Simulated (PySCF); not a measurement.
Excitations are Tamm–Dancoff values on a coarser integration grid. The basis has no diffuse functions, so Rydberg states are missing or too high.

Cartesian coordinates (Å):
SMILES: S=C1C[C@@H](S)S1
```xyz
10

S     -2.8993    -0.0306     0.9500
C     -1.3746    -0.2835     0.4676
C     -0.4385     0.5086    -0.4238
C      0.7323    -0.5031    -0.3855
S      2.3691     0.0620     0.1019
S     -0.2250    -1.5839     0.7916
H     -0.8471     0.6985    -1.4275
H     -0.1774     1.4804     0.0199
H      0.8850    -1.0327    -1.3343
H      1.9755     0.6843     1.2400
```
Charge 0, spin multiplicity 1.

**Question.** What is the computed S1 excitation (TDA), HOMO and S1–T1 gap (TDA) (PySCF 2.14.0 with PBE-D3(BJ)/def2-TZVP)?

**Answer.** 
```
Item                   Result
-------------------  --------
S1 excitation (TDA)   2.68 eV
HOMO                 -5.40 eV
S1–T1 gap (TDA)       0.39 eV
```
